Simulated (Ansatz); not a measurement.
C4H10O (SMILES CCCCO), singlet, at a GFN2-xTB geometry; Ansatz (an electronic-structure program) with CCSD/pcseg-1.

Ansatz was given this input:
Ansatz 0.2 input:
```yaml
crystal:
  periodic: [false, false, false]
  atoms:
    - {symbol: C, position_ang: [-2.50952667, -0.11271046, 0.13381353]}
    - {symbol: C, position_ang: [-1.18241311, -0.05565564, -0.61255972]}
    - {symbol: C, position_ang: [0.00006199, 0.00132060, 0.34916149]}
    - {symbol: C, position_ang: [1.33492427, 0.05877013, -0.38525329]}
    - {symbol: O, position_ang: [2.37065623, 0.10911372, 0.57317068]}
    - {symbol: H, position_ang: [-2.55146089, -0.99462734, 0.76884867]}
    - {symbol: H, position_ang: [-3.34093224, -0.15286017, -0.56605456]}
    - {symbol: H, position_ang: [-2.63091770, 0.76660652, 0.76220143]}
    - {symbol: H, position_ang: [-1.16625082, 0.82520369, -1.25876653]}
    - {symbol: H, position_ang: [-1.08678075, -0.93632417, -1.25211817]}
    - {symbol: H, position_ang: [-0.07888728, 0.88179725, 0.98877387]}
    - {symbol: H, position_ang: [0.00049772, -0.87784502, 0.99541510]}
    - {symbol: H, position_ang: [1.36587285, 0.94922887, -1.03103334]}
    - {symbol: H, position_ang: [1.44614708, -0.83012390, -1.02431772]}
    - {symbol: H, position_ang: [3.21918334, 0.14568675, 0.12071370]}
basis:
  gaussian:
    orbitals: pcseg-1.json
    fitting: {mean_field: cc-pVTZ-JKFIT, correlation: cc-pVTZ-RIFIT}
magnetization: {spin_polarized: false}
correlation: {method: ccsd}
```
The basis file holds pcseg-1 in the JSON format of the Basis Set Exchange.

### Question
What does Ansatz print? Leave out banner, timings and long lists.

### Answer

```
Functional definition: HF
695 factors; integrals over basis functions are off by at most 1.1e-1 eV
705 factors; integrals over basis functions are off by at most 2.2e-2 eV
mean field evaluation 1: about -6311.5098 eV, gradient 3.9e1 eV
mean field evaluation 2: about -6314.7425 eV, gradient 1.8e1 eV
mean field evaluation 4: about -6315.4166 eV, gradient 9.7e-1 eV
mean field evaluation 8: about -6311.5110 eV, gradient 3.9e1 eV
mean field -6315.41904776 eV, -232.0873692602 hartree, gradient 8.9e-7 eV, S^2 0.000000; 0 other end points of the search recorded, 0 dependent functions left out
5 core orbitals not correlated
reference -6315.41904776 eV, -232.0873692602 hartree; 16, 16 occupied and 99, 99 virtual orbitals, 705 factors
second order -20.89281442 eV of doubles, -0.00000000 eV of singles
cycle   1  -21.86730967 eV  change   -9.7e-1 eV  update   8.5e-2
cycle   2  -22.38859814 eV  change   -5.2e-1 eV  update   2.4e-2
cycle   3  -22.47416080 eV  change   -8.6e-2 eV  update   9.1e-3
cycle   4  -22.47537040 eV  change   -1.2e-3 eV  update   2.1e-3
cycle   5  -22.47650153 eV  change   -1.1e-3 eV  update   6.6e-4
cycle   6  -22.47674904 eV  change   -2.5e-4 eV  update   1.8e-4
cycle   7  -22.47670059 eV  change    4.8e-5 eV  update   6.4e-5
cycle   8  -22.47669133 eV  change    9.3e-6 eV  update   2.3e-5
Total energy: -6337.89573908 eV, -232.9133724313 hartree
```
